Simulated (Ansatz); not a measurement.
`[CH3][Ti]([OH])([OH])[OH]` + HI → `[OH][Ti]([OH])([OH])[I]` + CH₄  (ligand exchange at a Ti–C bond)

Calculated with Ansatz (gas phase, PBE0-D4/def2-TZVP geometries, no zero-point term in ΔE). CCSD(T)/CBS adds triple-zeta CCSD(T) − MP2 to the extrapolated MP2 energy (def2 sets, frozen cores). This one scheme is used for every species. DFT in def2-TZVPP. B3LYP here is the variant with VWN-RPA as its local correlation; programs differ in this. def2 core potentials past Kr. For I, Ti outer-core shells are correlated without core-valence functions, which leaves a few kJ/mol of doubt a bond. Scalar relativity is left out up to krypton. Each species was taken in one conformer, which may not be the lowest.

`[CH3][Ti]([OH])([OH])[OH]`:

Z-matrix (Å, degrees):
```
C
Ti 1 2.071
H 1 1.094 2 109.6
H 1 1.093 2 109.3 3 119.8
H 1 1.094 2 110.2 3 -120.0
O 2 1.799 1 105.6 3 -61.7
O 2 1.792 1 105.2 3 -179.0
O 2 1.777 1 104.6 3 58.7
H 6 0.957 2 132.4 1 100.4
H 7 0.956 2 139.4 1 -85.5
H 8 0.953 2 155.9 1 116.5
```

HI:

```xyz
2

I     0.564   -0.458    0.346
H    -0.564    0.458   -0.346
```

`[OH][Ti]([OH])([OH])[I]`:

```xyz
8

O     0.996   -1.300   -0.579
Ti   -0.086   -0.093    0.148
O     0.560    0.367    1.744
O    -0.283    1.348   -0.867
I    -2.435   -1.190    0.392
H     0.919   -1.956   -1.273
H     0.495    1.203    2.212
H    -0.165    1.621   -1.777
```

CH₄:

Z-matrix (Å, degrees):
```
C
H 1 1.090
H 1 1.090 2 109.5
H 1 1.090 2 109.5 3 -120.0
H 1 1.090 2 109.5 3 120.0
```

CCSD(T)/CBS gives -1.87 eV.

Q: Another level gave -1.90 eV. Which?
A. B3LYP/def2-TZVPP
B. MP2/def2-TZVPP
C. revPBE/def2-TZVPP
D. ωB97M-V/def2-TZVPP

A: A. B3LYP -1.90, revPBE -1.96, MP2/def2-TZVPP -2.06, ωB97M-V -1.84 eV.

Q: What do rigid-rotor, harmonic-oscillator terms from PBE0-D4/def2-TZVP frequencies (298.15 K, 1 bar) make of the CCSD(T)/CBS value? (An estimate is asked.)

A: Computed: ΔZPE = +0.16 eV, ΔH = -1.73 eV, ΔS = -20 J/(mol·K), ΔG = -1.67 eV.

Largest T1 diagnostic among the species: 0.023, so the coupled-cluster value is less sure than usual.

At CCSD(T), def2-SVP lies −0.15 eV from the extrapolated value and def2-TZVPP −0.02 eV. From r2SCAN to r2SCAN0 (25 % exact exchange), in def2-TZVPP and without D4, ΔE moves by +0.04 eV. Leaving LDA and LC-ωPBE aside and taking each functional with its dispersion term where it has one, the values, not all of them listed here, spread over 0.18 eV, from PBE-QIDH to ωB97M-V.
